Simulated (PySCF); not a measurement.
An excited-state job on `CCO[Si@H]([SiH3])[GeH3]`.

Method: TDDFT B3LYP/def2-SVPD, vertical, gas phase, core orbitals frozen in the response (PySCF 2.14.0, density-fitted response routines). Geometry: GFN2-xTB. A driver script takes a list of jobs; this job's settings line and coordinates (Å) are shown.

Command:
```bash
OMP_NUM_THREADS=1 python probes_run.py task.json out
```

Input:
```
{"job": {"kind": "uv", "xc": "B3LYP", "basis": "def2-SVPD", "nstates": 8, "ntriplets": 3}, "charge": 0, "multiplicity": 1}
C      2.898451    -0.071987    -0.463135
C      1.654556    -0.590704     0.239918
O      0.607868     0.319328     0.073475
Si    -0.983175     0.071923     0.297722
Si    -1.815046    -1.660377    -1.008445
Ge    -1.770419     2.196587    -0.236457
H      3.721826    -0.767166    -0.325451
H      3.175470     0.896294    -0.054224
H      2.701912     0.045189    -1.525991
H      1.364327    -1.568106    -0.166012
H      1.847279    -0.718106     1.312339
H     -1.223110    -0.207977     1.730546
H     -0.795877    -2.648122    -1.394137
H     -2.397751    -1.175991    -2.265306
H     -2.864210    -2.421020    -0.323113
H     -3.099944     2.482031     0.402249
H     -2.074602     2.420575    -1.691577
H     -0.956312     3.403945     0.121184
```

Q: What does the run print?

A: 
```
coarse grid: 65448 points
cycle   1  E = -2814.0865125236  dE = -2.723e-01  |g| = 8.054e-01  |ddm| = 5.516e+00
cycle   2  E = -2813.8070401870  dE =  2.795e-01  |g| = 1.427e+00  |ddm| = 2.188e+00
cycle   3  E = -2814.1940124414  dE = -3.870e-01  |g| = 1.916e-01  |ddm| = 1.592e+00
cycle   4  E = -2814.2003980812  dE = -6.386e-03  |g| = 4.947e-02  |ddm| = 2.546e-01
cycle   5  E = -2814.2007934993  dE = -3.954e-04  |g| = 8.002e-03  |ddm| = 7.097e-02
cycle   6  E = -2814.2008095302  dE = -1.603e-05  |g| = 2.234e-03  |ddm| = 1.699e-02
cycle   7  E = -2814.2008108213  dE = -1.291e-06  |g| = 5.174e-04  |ddm| = 3.538e-03
final grid: 134984 points
cycle   8  E = -2814.2007956376  dE = -6.604e-08  |g| = 6.219e-04  |ddm| = 8.156e-03
cycle   9  E = -2814.2007955873  dE =  5.033e-08  |g| = 7.749e-04  |ddm| = 1.782e-03
cycle  10  E = -2814.2007957325  dE = -1.452e-07  |g| = 3.540e-05  |ddm| = 9.306e-04
cycle  11  E = -2814.2007957327  dE = -2.219e-10  |g| = 1.601e-05  |ddm| = 5.546e-05
converged SCF energy = -2814.2007957327

Static polarisability (au): isotropic 121.038, principal 103.507 122.726 136.880

Singlet excitations
state   eV       nm        f      main configurations
  1   5.5258    224.4   0.03898   H->L 0.95
  2   5.8591    211.6   0.02678   H-1->L 0.95
  3   6.3992    193.7   0.04520   H->L+1 0.92
  4   6.7973    182.4   0.03523   H->L+2 0.66, H-1->L+1 0.30
  5   6.8490    181.0   0.08962   H-1->L+1 0.61, H->L+2 0.25
  6   6.8901    179.9   0.00147   H-2->L 0.94
  7   7.0213    176.6   0.04860   H->L+3 0.72, H-4->L 0.14
  8   7.0656    175.5   0.00021   H-3->L 0.68, H-1->L+2 0.28

Triplet excitations (Tamm-Dancoff, eV): 4.9697 5.5024 5.8581
```

The SCF starts on a coarse grid where the log names one; the energy can jump when the final grid takes over, and dE then counts from the start density on the new grid. H and L stand for HOMO and LUMO; the number after each pair is its weight.

Q: Which computed singlet has the largest oscillator strength, and what do all of them sum to?

A: State 5 at 6.85 eV (181 nm), f = 0.090; the 8 states sum to 0.286.

Q: Give the mean polarisability as a volume in Å³, and the ratio of the largest to the smallest principal value.

A: 121.038 au × 0.148185 = 17.94 Å³; 136.880/103.507 = 1.32.

In short: HOMO -7.54 eV, LUMO -1.08 eV; lowest singlet 5.53 eV; lowest triplet 4.97 eV (Tamm–Dancoff); mean polarisability 121.0 au.

 The B3LYP/def2-SVPD calculation is non-relativistic and has no spin–orbit coupling, an omission that weighs most on germanium.

On one thread, Arm Neoverse N1 (aarch64), no GPU, on a shared host, this took 1.9 min wall (grids of density and orbitals included) and 0.93 GiB of memory at its peak.

One conformer stands for the species.
Labels such as C1 count atoms from 1, the log's own numbers from 0.
